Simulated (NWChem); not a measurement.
System meant: CH$_{5}$FOSi; SMILES CO[SiH2]F

NWChem input:

```
start job
memory heap 200 mb stack 900 mb global 1100 mb
geometry units angstroms noautoz
  Si    -0.511511     0.649661    -0.040011
  F      0.803593     1.583761    -0.002205
  O     -0.207182    -0.848160     0.561851
  C      0.531743    -1.848786    -0.130019
  H     -0.927037     0.552115    -1.463819
  H     -1.538142     1.249014     0.836080
  H      1.607694    -1.718728     0.035714
  H      0.230821    -2.825014     0.260344
  H      0.333399    -1.826191    -1.210574
end
basis spherical
  Si library def2-svp
  F library def2-svp
  O library def2-svp
  C library def2-svp
  H library def2-svp
end
dft
  odft
  mult 2
  xc pbe0
  iterations 150
  mulliken
end
task dft energy
```

End of the output:

```
 Summary of "ao basis" -> "" (spherical)
 ------------------------------------------------------------------------------
       Tag                 Description            Shells   Functions and Types
 ---------------- ------------------------------  ------  ---------------------
 Si                         def2-svp                 8       18   4s3p1d
 F                          def2-svp                 6       14   3s2p1d
 O                          def2-svp                 6       14   3s2p1d
 C                          def2-svp                 6       14   3s2p1d
 H                          def2-svp                 3        5   2s1p

                                 NWChem DFT Module
                                 -----------------

 Summary of "ao basis" -> "ao basis" (spherical)
 ------------------------------------------------------------------------------
       Tag                 Description            Shells   Functions and Types
 ---------------- ------------------------------  ------  ---------------------
 Si                         def2-svp                 8       18   4s3p1d
 F                          def2-svp                 6       14   3s2p1d
 O                          def2-svp                 6       14   3s2p1d
 C                          def2-svp                 6       14   3s2p1d
 H                          def2-svp                 3        5   2s1p

  number of electrons :                   42
  multiplicity        :                    2
 ------------------------------------------------------------------------
  no. of electrons and multiplicity not compatible                  42
 ------------------------------------------------------------------------
 ------------------------------------------------------------------------
  current input line :
    28: task dft energy
 ------------------------------------------------------------------------
 ------------------------------------------------------------------------
 There is an error in the input file
 ------------------------------------------------------------------------
 For more information see the NWChem manual at https://nwchemgit.github.io

0: no. of electrons and multiplicity not compatible:Received an Error in Communication
```

Problem. Find the fault in this run and fix the input.

Solution. The input was rejected before any calculation. Cause: the multiplicity doesn't fit the number of electrons (an even count wants an odd multiplicity, and the reverse). This input runs:
```
start job
memory heap 200 mb stack 900 mb global 1100 mb
geometry units angstroms noautoz
  Si    -0.511511     0.649661    -0.040011
  F      0.803593     1.583761    -0.002205
  O     -0.207182    -0.848160     0.561851
  C      0.531743    -1.848786    -0.130019
  H     -0.927037     0.552115    -1.463819
  H     -1.538142     1.249014     0.836080
  H      1.607694    -1.718728     0.035714
  H      0.230821    -2.825014     0.260344
  H      0.333399    -1.826191    -1.210574
end
basis spherical
  * library def2-svp
end
dft
  xc pbe0
  iterations 150
  mulliken
end
task dft energy
```
It converges to -505.14633 Ha (PBE0/def2-SVP).
